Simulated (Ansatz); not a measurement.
Consider the ligand exchange at a B–C bond: `B[C](=C)[SnH3]` + ethylmethylamine → `BN(C)CC` + `C=[CH][SnH3]`.

Isolated molecules relaxed with PBE0-D4/def2-TZVP in Ansatz; ΔE leaves out vibrations. CCSD(T)/CBS is the MP2 limit (def2-TZVPP, def2-QZVPP) plus CCSD(T) − MP2 in def2-TZVPP, frozen cores. DFT in def2-TZVPP. B3LYP here is the variant with VWN-RPA as its local correlation; programs differ in this. Elements past krypton have def2 core potentials. For Sn outer-core shells are correlated without core-valence functions, which leaves a few kJ/mol of doubt a bond. Each species was taken in one conformer, which may not be the lowest.

```
             level  ΔE (kJ/mol)  difference from CCSD(T)/CBS
         r2SCAN-D4       -131.6                         -0.5
           PBE0-D4       -129.5                          1.6
          B3LYP-D4       -130.5                          0.6
           ωB97X-V       -129.3                          1.8
            B2PLYP       -130.2                          0.9
            r2SCAN       -131.3                         -0.2
             B3LYP       -129.0                          2.1
    MP2/def2-TZVPP       -131.4                         -0.3
CCSD(T)/def2-TZVPP       -132.2                         -1.1
    MP2/def2-QZVPP       -130.7                          0.4
       CCSD(T)/CBS       -131.1                            0
```

Largest T1 diagnostic among the species: 0.013.

In def2-TZVPP, CCSD(T) changes the Hartree–Fock value by −18.0 kJ/mol (the triples alone add −2.0 kJ/mol) and MP2 by −17.1 kJ/mol.
